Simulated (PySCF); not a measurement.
**Static response to an electric field**

Compound: C₆H₇O₂P.
Numbering: `[CH3:1][C:2](=[O:3])[c:4]1[p:5][cH:6][o:7][c:8]1[CH3:9]` (hydrogens: H10, H11, H12 on C1; H13 on C6; H14, H15, H16 on C9)

Structure used (GFN2-xTB), in Å, numbered top down from 1:
```xyz
16
C6H7O2P angstrom
C     -2.461    0.831   -0.321
C     -1.379   -0.163    0.017
O     -1.619   -1.299    0.368
C     -0.011    0.344   -0.110
P      0.449    1.991   -0.619
C      2.070    1.505   -0.425
O      2.261    0.238   -0.021
C      1.113   -0.408    0.155
C      1.185   -1.821    0.602
H     -2.378    1.698    0.332
H     -3.437    0.371   -0.200
H     -2.337    1.170   -1.348
H      2.969    2.075   -0.583
H      0.696   -2.466   -0.125
H      0.648   -1.941    1.542
H      2.224   -2.116    0.725
```

Level: wB97X-D/def2-SVPD (PySCF), static field, nuclei fixed, core orbitals frozen in the response. The polarisability tensor in these axes (au):

```
x   114.49   1.98   0.73
y     1.98 109.51 -13.70
z     0.73 -13.70  69.56
```

Problem. Diagonalise the tensor; give its mean and Δα, where Δα² is half the sum of the squared differences of the eigenvalues.

Solution. Principal values 65.28, 112.42 and 115.86 au; mean 97.85 au = 14.50 Å³ = 16.13 × 10⁻⁴⁰ C²·m²/J; Δα = 48.95 au (50 % of the mean).

Problem. What is the dipole moment, and where does it point?

Solution. (1.44, 1.02, -0.27) D, 1.78 D in size, pointing from the negative to the positive side. Measured along this direction, the outermost atoms are H11 at the negative end and H13 at the positive end.

Problem. What are the principal values of the traceless quadrupole moment, Θ = ½Σq(3rr − r²1), about the centre of nuclear charge?

Solution. -8.02, -0.11, 8.12 D·Å. The values depend on the origin, since the dipole doesn't vanish. The electronic extent ⟨r²⟩ about the same centre is 1328 bohr², a root-mean-square distance of 2.24 Å for the 74 electrons.

Problem. What depolarisation ratio follows for Rayleigh scattering of linearly polarised light, taking the static tensor?

Solution. ρ = 3Δα²/(45ᾱ² + 4Δα²) = 7187.6/(430902 + 9583.4) = 0.0163.

Problem. Molar refractivity from α?

Solution. Lorentz–Lorenz: R = (4π/3)N_A α = 2.5225 cm³/(mol·Å³) × 14.50 Å³ = 36.6 cm³/mol, in the limit of long wavelengths.

Problem. Sum over states: ᾱ = Σ f/ω², ω in Eh. What share falls to these 8 lowest TDDFT singlets (eV, f)? 4.11, 0.0003; 5.12, 0.0890; 5.39, 0.0249; 5.91, 0.0126; 5.97, 0.1799; 6.20, 0.0008; 6.42, 0.0010; 6.47, 0.2267.

Solution. They add up to 11.21 au, 11.5 % of the 97.85 au; the largest single term is 4.01 au, from the state at 6.47 eV. Terms in order: 0.01, 2.51, 0.64, 0.27, 3.74, 0.01, 0.02, 4.01 au. Higher excitations give the rest. The strengths listed sum to 0.535.

Isolated species at its GFN2-xTB geometry (one conformer only).

The pairwise dispersion term of wB97X-D wasn't added to the energies; at a given geometry it leaves orbitals and properties as they are.
